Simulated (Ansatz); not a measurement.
**Energy profile**

The step: CH₅Ga ([CH3][GaH2]) + HF → GaH₂F ([F][GaH2]) + CH₄; bonds formed: Ga1–F6, C2–H5; bonds broken: Ga1–C2, H5–F6 (atoms numbered as in the saddle structure below).

Ga1  (-1.028, -0.356, -0.444)
C2  (0.921, -0.096, 0.403)
H3  (-0.934, -0.821, -1.926)
H4  (-2.092, -0.683, 0.644)
H5  (0.101, 1.050, 0.005)
F6  (-0.744, 1.670, -0.405)
H7  (1.125, 0.359, 1.375)
H8  (1.769, 0.052, -0.266)
H9  (0.882, -1.175, 0.614)
(Å)

Electronic energies by CCSD(T) at an estimated basis limit (MP2 extrapolated from triple and quadruple zeta, plus CCSD(T) − MP2 in triple zeta), on PBE0-D4/def2-TZVP structures; CH6FGa, closed shell; no counterpoise correction. Ansatz 0.2.0; basis: def2-TZVPP and def2-QZVPP; cores frozen in the correlated methods. Filled d shells of the heavier atoms are correlated. The def2 sets are not built for correlating such inner shells, so the correlated values are less sure here. Extrapolation: Hartree–Fock as exp(−7.88 √X), correlation as X^−2.97.

Q: Give the profile in kcal/mol, counted from the separated reactants. (An estimate is asked for; the value comes from the calculation.)

A: By the calculation:
```csv
point,kcal/mol
"separated: CH5Ga (linked as [CH3][GaH2]; Ga1, C2, H3, H4, H7, H8, H9; singlet) + HF (H5, F6; singlet)",0.00
start structure,-5.43
saddle,6.68
end structure,-29.25
"separated: GaH2F (linked as [F][GaH2]; Ga1, H3, H4, F6; singlet) + CH4 (C2, H5, H7, H8, H9; singlet)",-26.26
```

The T1 diagnostic stays at or below 0.015.

For scale, one of the runs: CCSD(T)/def2-TZVPP, 194 basis functions, launched by `ansatz run in.yaml --threads 4 --pin off --events-out ev --progress --plain --max-ram 9574MiB`. Hardware: 4 CPU threads of an Intel Xeon, shared host. Wall time 47 s; peak host memory 2.3 GiB.
